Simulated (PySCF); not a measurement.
# PySCF run on GaP

Input:

```python
from pyscf import gto, dft

mol = gto.M(
    atom='Ga 0 0 0; P 0 0 2.27',
    basis='cc-pvdz-dk',
    charge=0,
    spin=2,
    verbose=4,
)
mf = dft.UKS(mol, xc='pbesol')
mf = mf.sfx2c1e()
mf.kernel()
mf.analyze()
print('orbital energies (hartree):', [e[max(0, n-3):n+3].round(4) for e, n in zip(mf.mo_energy, mol.nelec)])
```

```bash
$ python input.py
```

Output (some set-up lines and the per-cycle HOMO/LUMO lines with their warnings removed):

```
PySCF version 2.14.0

[INPUT] Symbol           X                Y                Z      unit          X                Y                Z       unit  Magmom
[INPUT]  1 Ga     0.000000000000   0.000000000000   0.000000000000 AA    0.000000000000   0.000000000000   0.000000000000 Bohr   0.0
[INPUT]  2 P      0.000000000000   0.000000000000   2.270000000000 AA    0.000000000000   0.000000000000   4.289678302763 Bohr   0.0

nuclear repulsion = 108.399737038678
number of shells = 11
number of NR pGTOs = 118
number of NR cGTOs = 45
basis = cc-pvdz-dk
ecp = {}

******** <class 'pyscf.x2c.sfx2c1e.sfX2C1eUKS'> ********
method = sfX2C1eUKS
initial guess = minao
damping factor = 0
level_shift factor = 0
DIIS = <class 'pyscf.scf.diis.CDIIS'>
SCF conv_tol = 1e-09
SCF max_cycles = 50
number electrons alpha = 24  beta = 22
XC functionals = pbesol

grids dens level: 3

******** <class 'pyscf.x2c.sfx2c1e.SpinFreeX2CHelper'> ********
approx = 1e
xuncontract = 1
tot grids = 40088
init E= -2283.42002887524

cycle= 1 E= -2283.32561520595  delta_E= 0.0944  |g|= 0.28  |ddm|= 0.982

cycle= 2 E= -2282.48657628223  delta_E= 0.839  |g|= 0.877  |ddm|=  1.3
cycle= 3 E= -2283.36616218288  delta_E= -0.88  |g|= 0.131  |ddm|= 1.18
cycle= 4 E= -2283.38272598377  delta_E= -0.0166  |g|= 0.0508  |ddm|= 0.239
cycle= 5 E= -2283.38530957971  delta_E= -0.00258  |g|= 0.0124  |ddm|= 0.0533
cycle= 6 E= -2283.38545276961  delta_E= -0.000143  |g|= 0.00575  |ddm|= 0.0131
cycle= 7 E= -2283.38549118822  delta_E= -3.84e-05  |g|= 0.000577  |ddm|= 0.00861
cycle= 8 E= -2283.38549189687  delta_E= -7.09e-07  |g|= 0.000113  |ddm|= 0.00182
cycle= 9 E= -2283.38549197236  delta_E= -7.55e-08  |g|= 4.34e-05  |ddm|= 0.000772
cycle= 10 E= -2283.38549197708  delta_E= -4.72e-09  |g|= 1.69e-05  |ddm|= 0.000183
cycle= 11 E= -2283.38549197747  delta_E= -3.84e-10  |g|= 1.04e-06  |ddm|= 3.64e-05
Extra cycle  E= -2283.38549197747  delta_E= 2.73e-12  |g|= 2.31e-06  |ddm|= 6.5e-06
converged SCF energy = -2283.38549197747  <S^2> = 2.0059183  2S+1 = 3.0039429
**** SCF Summaries ****
Total Energy =                       -2283.385491977465335
Nuclear Repulsion Energy =             108.399737038678410
One-electron Energy =                -3395.967724667635139
Two-electron Energy =                 1004.182495651491763
Two-electron Coulomb Energy =         1101.001478341520169
DFT Exchange-Correlation Energy =      -96.818982690028378
**** MO energy ****
                             alpha | beta                alpha | beta
[13 lines left out]
MO #14  energy= -3.64583223537064  | -3.6445914501578   occ= 1 | 1
MO #15  energy= -0.728219473587252 | -0.724279113052563 occ= 1 | 1
MO #16  energy= -0.72490619355069  | -0.721848548392006 occ= 1 | 1
MO #17  energy= -0.723180161624007 | -0.721685114647463 occ= 1 | 1
MO #18  energy= -0.722607734277757 | -0.72093359375756  occ= 1 | 1
MO #19  energy= -0.7212160592326   | -0.718966774845613 occ= 1 | 1
MO #20  energy= -0.530052172675792 | -0.486102468570984 occ= 1 | 1
MO #21  energy= -0.349156139317241 | -0.319479234936588 occ= 1 | 1
MO #22  energy= -0.220878429079325 | -0.172564403313057 occ= 1 | 1
MO #23  energy= -0.209730400392998 | -0.16424857188477  occ= 1 | 0
MO #24  energy= -0.190845153570939 | -0.163896532733293 occ= 1 | 0
MO #25  energy= -0.0890769946214212 | -0.0620548066052534 occ= 0 | 0
MO #26  energy= -0.0756026592587249 | -0.0586756423554388 occ= 0 | 0
MO #27  energy= 0.0149204642114288 | 0.0423567880942867 occ= 0 | 0
[18 lines left out]

To work with the spin densities directly, `use mulliken_meta_spin()` only printing them here.

 ** Mulliken spin pop alpha/beta on meta-lowdin orthogonal AOs **
 ** Mulliken Spin Density (per AO)  **
 ** Mulliken Spin Density (per atom)  **
spin density of  0 Ga =      0.57424
spin density of  1 P =      1.42576
 ** Mulliken pop alpha/beta on meta-lowdin orthogonal AOs **
 ** Mulliken pop       alpha | beta **
pop of  0 Ga 1s        1.00000 | 1.00000
pop of  0 Ga 2s        0.99999 | 0.99998
pop of  0 Ga 3s        0.99973 | 0.99916
pop of  0 Ga 4s        0.91708 | 0.79106
pop of  0 Ga 5s        0.00599 | 0.00354
pop of  0 Ga 2px       1.00000 | 1.00000
pop of  0 Ga 2py       1.00000 | 1.00000
pop of  0 Ga 2pz       1.00000 | 1.00000
pop of  0 Ga 3px       0.99998 | 0.99998
pop of  0 Ga 3py       0.99998 | 0.99999
pop of  0 Ga 3pz       0.99998 | 0.99998
pop of  0 Ga 4px       0.16755 | 0.01501
[33 lines left out]
In total            24.00000 | 22.00000
 ** Mulliken atomic charges   ( Nelec_alpha | Nelec_beta ) **
charge of  0Ga =      0.12703  (    15.72361     15.14936 )
charge of  1P =     -0.12703  (     8.27639      6.85064 )
Dipole moment(X, Y, Z, Debye):  0.00000, -0.00000, -1.81892
orbital energies (hartree): [array([-0.2209, -0.2097, -0.1908, -0.0891, -0.0756,  0.0149]), array([-0.4861, -0.3195, -0.1726, -0.1642, -0.1639, -0.0621])]
```

In short: E(SCF) = -2283.385492 Eh, 11 cycles, ⟨S²⟩ = 2.006, μz(SCF) = -1.82 D.

Wall time 3.5 s on one thread of a shared host.

The bond length is a typed value, not an optimised one. No search for the lowest solution was made.
